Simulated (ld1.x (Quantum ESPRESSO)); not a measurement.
**iridium (Ir), TM: configuration errors across variants**

iridium (Ir), norm-conserving Troullier–Martins (Kleinman–Bylander form), made with ld1.x (Quantum ESPRESSO) 7.5 (PBE, scalar-relativistic). Core [Xe] 4f14, reference 5d7 6s1.5 6p0 (charge +0.5). Waves: 6p (bound, empty): rc 3.55 bohr; 5d (bound): rc 1.30 bohr; 6s (bound): rc 2.20 bohr. Local part: the s channel. Core correction: Bessel-smoothed model core, default radius (core density twice the valence density).

All-electron excitation energies from the reference (eV): (1) 5d7 6s2 6p0 -4.035; (2) 5d7 6s1 6p0 5.845; (3) 5d7 6s0 6p0 23.313; (4) 5d6 6s2 6p0 8.155; (5) 5d7 6s0 6p1 12.315; (6) 5d5 6s0 6p0 97.430; (7) 5d6 6s2 6p1 3.125.

The default core radius of the base comes out at 1.20 bohr.

2 further variants failed, have other tests or another functional or relativity, and are left out.

Errors AE − PS in meV (a dash: test not solved or not reliable):

```tsv
change	(1)	(2)	(3)	(4)	(5)	(6)	(7)	bound ghosts
base	-0.3	-4.7	-40	-83	-9.8	-622	-114	none
all radii but the core radius scaled by about 0.89 (s 1.96, p 3.16, d 1.16 bohr)	+0.2	-4.1	-33	-65	-11	-622	-105	none
wave 6s (bound): rc 2.20 bohr becomes 6s (bound): rc 3.00 bohr	+0.9	-3.8	-41	-40	-17	-789	-82	none
wave 6p (bound): rc 3.55 bohr becomes 6p (bound): rc 5.28 bohr	-0.3	-4.7	-40	-83	+33	-622	-79	none
core correction Bessel-smoothed model core inside 1.38 bohr	-0.3	-4.7	-40	-83	-9.8	-622	-114	none
```

Question: Give the same row for: wave 5d (bound): rc 1.30 bohr becomes 5d (bound): rc 1.04 bohr.

Answer: –, -4.8, -40, -82, -10.0, -619, -114; bound ghosts: none.
